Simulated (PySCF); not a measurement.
Telling isomers of C6H7BN2 apart by NMR

Isolated molecule, non-relativistic, fast rotation and ring inversion assumed for equivalent nuclei, single conformer. PBE0/pcSseg-1 with gauge-including orbitals; J couplings at B3LYP/pcJ-1 (spin–dipole term left out of most H,H and C,H couplings); geometry from PBE0-D3(BJ)/def2-SVP; PySCF 2.14.0 with density-fitted response routines.

Chemical shifts δ = σref − σ; TMS for $^{1}$H and $^{13}$C, all at this level. Multiplet labels drop J under 1 Hz and among equivalent protons, and merge close values. Unscaled 3J(H,H) run several per cent high. Vicinal couplings that depend on rotamer populations or ring flexing (ring, CH–CH, X–H and H–F types) are those of the one conformer. Couplings to H on boron are left out. Carbons bonded to boron are broad in practice. Shifts are as computed. Against solution values, carbons near 30 ppm lie about +2 ppm off and those near 130 ppm about +5 ppm. Of 1313 compounds with measured shifts, 239 miss one by over three times the rms of a fit or turn the order of signals round; such compounds aren't used in these exercises. OH and NH positions are gas-phase values without hydrogen bonding to other molecules.

(1) Tabulate the signals of `CC#C[BH2-][N+]#CCC#N`, `N#C[BH2-][n+]1ccccc1`, `C#CC#C[C@H]1CNBN1` and their relative energies.

(2) What is the quickest way to tell N#C[BH2-][n+]1ccccc1 from C#CC#C[C@H]1CNBN1?

(3) What is the quickest way to tell CC#C[BH2-][N+]#CCC#N from N#C[BH2-][n+]1ccccc1?

(4) What is the quickest way to tell CC#C[BH2-][N+]#CCC#N from C#CC#C[C@H]1CNBN1?

Answers

(1) 
| SMILES | carbon types | δC | δH | E rel. (kcal/mol) |
| --- | --- | --- | --- | --- |
| CC#C[BH2-][N+]#CCC#N | 4×C 1×CH2 1×CH3 | 111.0, 109.1, 99.5, 90.5, 8.4, 5.9 | 3.47 (s, 2H), 2.87 (br, 2H), 1.82 (s, 3H) | 78.9 |
| N#C[BH2-][n+]1ccccc1 | 1×C 5×CH | 153.4, 145.0, 136.5, 130.4 | 9.15 (dd, 2H), 7.96 (tt, 1H), 7.57 (dd, 2H), 3.42 (br, 2H) | 0.0 |
| C#CC#C[C@H]1CNBN1 | 3×C 2×CH 1×CH2 | 82.2, 74.1, 73.3, 72.2, 54.8, 48.6 | 4.51 (ddd, 1H), 4.22 (br, 1H), 3.75 (dd, 1H), 3.52 (dd, 1H), 2.46 (br s, 1H), 2.21 (br s, 1H), 1.85 (d, 1H) | 48.7 |

Energies are electronic energies at PBE0/pcSseg-1 on these geometries, without zero-point or thermal terms, each for the one conformer computed, which needn't be the lowest.

(2) Count the carbon signals: 4 against 6. The first has an aromatic CH next to a ring nitrogen at 153.4 ppm, the second an alkyne carbon (C) at 74.1 ppm. Their most deshielded carbons lie at 153.4 and 82.2 ppm. In the proton spectra the most deshielded non-exchanging signals are 9.15 (dd, J = 6.9, 1.3 Hz, 2H) and 4.51 (ddd, J = 13.8, 6.2, 2.0 Hz, 1H).

(3) Count the carbon signals: 6 against 4. The first has an sp3 CH2 α to a nitrile at 8.4 ppm, the second an aromatic CH next to a ring nitrogen at 153.4 ppm. Their most deshielded carbons lie at 111.0 and 153.4 ppm. In the proton spectra the most deshielded non-exchanging signals are 3.47 (s, 2H) and 9.15 (dd, J = 6.9, 1.3 Hz, 2H).

(4) Both give the same number of carbon signals, but DEPT or the intensities differ. The first has a propargylic methyl carbon (CH3) at 5.9 ppm, the second a terminal alkyne carbon (CH) at 73.3 ppm. Their most deshielded carbons lie at 111.0 and 82.2 ppm. In the proton spectra the most deshielded non-exchanging signals are 3.47 (s, 2H) and 4.51 (ddd, J = 13.8, 6.2, 2.0 Hz, 1H).
